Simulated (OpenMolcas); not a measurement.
An atom or ion with 72 electrons was computed by MS-RASPT2, IPEA 0.25 Eh, imaginary shift 0.1 Eh with spin-orbit coupling (OpenMolcas, ANO-RCC-VTZP, DKH2). The lowest levels that the run gave, each within 12 % of the measured value where one is at hand:

```
J  Parity  E (cm⁻¹)      g
0    even       0.0       
1    even      2520  1.500
2    even      4970  1.483
3    even      6930  1.469
4    even      8390  1.441
0    even     10910       
1    even     11600  0.119
2    even     13100  1.007
1    even     13980  1.374
2    even     15220  0.794
4    even     15400  0.982
3    even     15580  1.241
```

Task: Which ion is it, and what are the configurations and terms?

Result: W2+ (Z = 74, charge +2; active space 4 electrons in 9 orbitals (RAS2 5d 6s; RAS3 6p, at most 2 electrons)). J, parity and g give the terms where levels are pure, and mixed ones are named by the computed weights; the size of the splittings, set against known spectra of the 72-electron sequence, gives the charge. In order, with the measured energies in cm⁻¹ (NIST levels as listed in McCann et al., Mon. Not. R. Astron. Soc. 538, 537 (2025)): 5d⁴ ⁵D₀ [64 %], 5d⁴ ⁵D₁ (2256), 5d⁴ ⁵D₂ (4461), 5d⁴ ⁵D₃ (6278), 5d⁴ ⁵D₄ (7687), 5d⁴ ³P₀ [59 %] (9904), 5d³ 6s ⁵F₁ (10969), 5d³ 6s ⁵F₂ (12427), 5d⁴ ³P₁ (12881), 5d⁴ ³F₂ [68 %], 5d⁴ ³H₄ [50 %], 5d³ 6s ⁵F₃.

Term energies are means over components that CASPT2 splits; among the terms shown or strongly mixed into the levels shown the widest spread is 670 cm-1 (5d³ 6s ⁵F). Blocks of more than 70 roots (2S+1 = 3 even, 1 even) ran without multistate coupling. Some high roots are left out of the spin-orbit mixing, which shifts the levels that they would mix with. Terms from blocks run as CI alone lack orbitals of their own. Configurations are named by rounded mean occupations; where the s occupation lies near a half they are strongly mixed, a name can repeat and a true partner stay unpaired. A single d shell beside an s shell can misplace configurations of different d count against each other. The CASPT2 spread within a term exceeds the gap to the next term for 5d³ 6s ⁵F and 5d⁴ ³F, so the order of their levels is uncertain, and so are names and mixing where such terms share a J. Computed and measured levels are paired by configuration, term and J; levels that our copy of the source lacks, or whose pairing is in doubt (as where it misses far off the trend of its configuration), stay unpaired and out of the deviations. Levels of configurations outside the active space are missing.

A share in square brackets marks a mixed level and gives the weight of the term that names it.
